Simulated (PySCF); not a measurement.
## Name the molecule from its bond curve

A diatomic of charge 0 contains In. Its triplet curve at PBE0 in a double-zeta basis (scalar-relativistic core potentials, PySCF), in eV from the separated fragments:

```json
{"R (Å)": "2.486", "E (eV)": "-0.983"}
{"R (Å)": "2.602", "E (eV)": "-1.209"}
{"R (Å)": "2.717", "E (eV)": "-1.333"}
{"R (Å)": "2.804", "E (eV)": "-1.376"}
{"R (Å)": "2.891", "E (eV)": "-1.388"}
{"R (Å)": "2.978", "E (eV)": "-1.377"}
{"R (Å)": "3.093", "E (eV)": "-1.334"}
{"R (Å)": "3.238", "E (eV)": "-1.251"}
{"R (Å)": "3.411", "E (eV)": "-1.128"}
{"R (Å)": "3.643", "E (eV)": "-0.947"}
```

The fit gives ωe = 199 cm⁻¹ and the rotational constant Bₑ = 0.09250 cm⁻¹.

Question: Which atom is the partner?

Answer: The minimum lies at 2.888 Å, so the reduced mass is 16.8576 u Å² cm⁻¹/(Bₑ·Re²) = 21.85 u. With In at 114.90 u the partner weighs about 27.0 u: Al. The molecule is AlIn.

Spin–orbit coupling is left out. The state is the lowest determinant that a PBE0 search found; another state may lie lower at other levels.
